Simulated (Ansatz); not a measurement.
Gas-phase electronic energies from Ansatz, PBE0-D4/def2-TZVP geometries. CCSD(T)/CBS adds triple-zeta CCSD(T) − MP2 to the extrapolated MP2 energy (def2 sets, frozen cores). DFT in def2-TZVPP. Each species was taken in one conformer, which may not be the lowest.

`[SiH3][O][Al]([Cl])[Cl]` + `C=CCC=O` → `C=C[CH2][Al]([Cl])[Cl]` + `O=CO[SiH3]`  (formal exchange of groups at the Al–O bond)

Q: Is it downhill or uphill in electronic energy at CCSD(T)/CBS, and by how much? (Estimate.)

A: The calculation gave: Uphill: ΔE = +1.16 eV.

Q: What do these levels give: PBE, MP2/def2-TZVPP, CCSD/def2-TZVPP, HF/def2-QZVPP, HF/CBS(def2), CCSD/CBS(def2)? (Estimate.)

A: Computed: PBE 0.88, MP2/def2-TZVPP 1.10, CCSD/def2-TZVPP 1.23, HF/def2-QZVPP 1.51, HF/CBS(def2) 1.52, CCSD/CBS(def2) 1.25 eV.

Largest T1 diagnostic among the species: 0.016.

In def2-TZVPP, CCSD(T) changes the Hartree–Fock value by −0.34 eV (the triples alone add −0.09 eV) and MP2 by −0.39 eV. From PBE to PBE0 (25 % exact exchange), in def2-TZVPP and without D4, ΔE moves by +0.09 eV. The D4 term adds −0.08 eV with B3LYP and −0.04 eV with PBE0; it sums over pairs of atoms, weighted by their polarisabilities, and B3LYP, whose exchange is more repulsive, gets the larger term.

B3LYP here is the variant with VWN-RPA as its local correlation; programs differ in this.
